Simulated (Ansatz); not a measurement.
Basis-set series for Br2Cl2Zr, SMILES `[Cl][Zr]([Cl])([Br])[Br]`. The species carries charge 0 and has multiplicity 1. Zr: def2 effective core potential. The structure was optimised at the PBE0-D4/def2-TZVP level.

| functional | basis | functions | energy (Eh) | HOMO (eV) | LUMO (eV) |
| --- | --- | --- | --- | --- | --- |
| PBE0-D4 | def2-SVP | 131 | -6114.27188 | -9.02 | -2.75 |
| PBE0-D4 | def2-TZVPP | 236 | -6115.22127 | -9.02 | -2.76 |
| ωB97M-V | def2-SVP | 131 | -6114.76746 | -11.11 | -0.67 |
| ωB97M-V | def2-TZVPP | 236 | -6115.70874 | -11.15 | -0.73 |

(1) Give the rows for def2-QZVPP. (An estimate is asked.)

Answers

(1) Computed: 
| functional | basis | functions | energy (Eh) | HOMO (eV) | LUMO (eV) |
| --- | --- | --- | --- | --- | --- |
| PBE0-D4 | def2-QZVPP | 399 | -6115.35620 | -9.01 | -2.75 |
| ωB97M-V | def2-QZVPP | 399 | -6115.83839 | -11.15 | -0.73 |

Scalar relativity is left out up to krypton.
